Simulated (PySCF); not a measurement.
C2H5ClFNSi. Atoms are numbered in the order given.

```xyz
11

N     -2.0837     0.5811    -1.0343
Si    -0.7546    -0.4303    -0.5899
Cl    -0.7625    -1.0992     1.4170
C      0.8192     0.5282    -0.8305
C      1.7545     0.6662     0.1243
F      2.8880     1.3571    -0.0573
H     -3.0162     0.1666    -1.1150
H     -2.1421     1.5202    -0.6308
H     -0.8573    -1.6694    -1.4238
H      1.0090     1.0101    -1.8060
H      1.6851     0.2350     1.1387
```
Charge 0, spin multiplicity 1.

Geometry optimised at PBE-D3(BJ)/def2-SVP. The structure was generated by enumeration; whether it is a known compound was not checked. Other conformers were not sampled.

All values below come from PBE-D3(BJ)/def2-SVP (PySCF).

Frequencies are harmonic and unscaled.

Computed harmonic wavenumbers and intensities:
| mode | ν (cm⁻¹) | IR (km/mol) | moving atoms (share of kinetic energy) |
|---|---|---|---|
| 1 | 80 | 1.2 | C 35 %, H 30 %, N 22 %, F 9 % |
| 2 | 117 | 1.5 | Cl 44 %, F 29 %, C 13 % |
| 3 | 164 | 0.7 | H 37 %, C 25 %, F 20 %, N 11 % |
| 4 | 212 | 9.5 | N 32 %, H 21 %, Cl 21 %, C 12 %, Si 10 % |
| 5 | 255 | 8.9 | H 54 %, C 29 % |
| 6 | 315 | 5.6 | C 43 %, H 16 %, Cl 16 %, Si 15 %, F 8 % |
| 7 | 346 | 15.0 | H 47 %, C 19 %, N 17 %, Si 9 % |
| 8 | 428 | 44.8 | Si 37 %, F 35 %, C 13 %, H 12 % |
| 9 | 448 | 99.8 | H 59 %, N 26 %, Cl 9 % |
| 10 | 501 | 143.3 | Si 44 %, Cl 31 %, H 14 % |
| 11 | 697 | 29.1 | H 90 % |
| 12 | 751 | 1.3 | H 65 %, C 26 % |
| 13 | 811 | 21.8 | H 54 %, C 41 % |
| 14 | 831 | 158.0 | H 58 %, Si 20 %, C 18 % |
| 15 | 860 | 61.6 | N 41 %, H 28 %, Si 28 % |
| 16 | 894 | 194.3 | H 70 %, Si 16 %, N 13 % |
| 17 | 944 | 27.4 | H 86 %, C 14 % |
| 18 | 1118 | 26.8 | C 41 %, H 37 %, F 19 % |
| 19 | 1161 | 112.1 | C 47 %, H 33 %, F 20 % |
| 20 | 1296 | 11.7 | H 86 %, C 13 % |
| 21 | 1492 | 44.3 | H 89 %, N 10 % |
| 22 | 1656 | 219.3 | C 92 % |
| 23 | 2197 | 110.1 | H 97 % |
| 24 | 3099 | 0.6 | H 92 %, C 8 % |
| 25 | 3110 | 3.0 | H 91 %, C 9 % |
| 26 | 3482 | 27.5 | H 96 % |
| 27 | 3579 | 27.8 | H 91 %, N 9 % |
